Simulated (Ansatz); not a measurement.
`O[SiH]1NP1` at its PBE0-D4/def2-TZVP geometry, where that method's forces vanish. Charge 0, multiplicity 1.

```xyz
8

O     1.3168    1.3263   -0.8017
Si    0.2433    0.5478    0.1488
N     0.1052   -1.1309    0.0686
P    -1.5020   -0.6017   -0.5061
H     1.4425    0.9856   -1.6899
H     0.2912    1.2461    1.4458
H     0.3009   -1.9650    0.5947
H    -2.1981   -0.4083    0.7398
```

Task: What forces (eV/Å) does ωB97M-V/def2-TZVPP give on these atoms in Ansatz 0.2.0? (Best estimate.)

Result: Computed: 
```
O1   0.048  0.030 -0.100
Si2 -0.039  0.000  0.220
N3   0.045 -0.046  0.087
P4  -0.130  0.048  0.057
H5   0.007  0.022  0.032
H6  -0.013 -0.081 -0.157
H7  -0.004  0.049 -0.038
H8   0.085 -0.022 -0.100
```
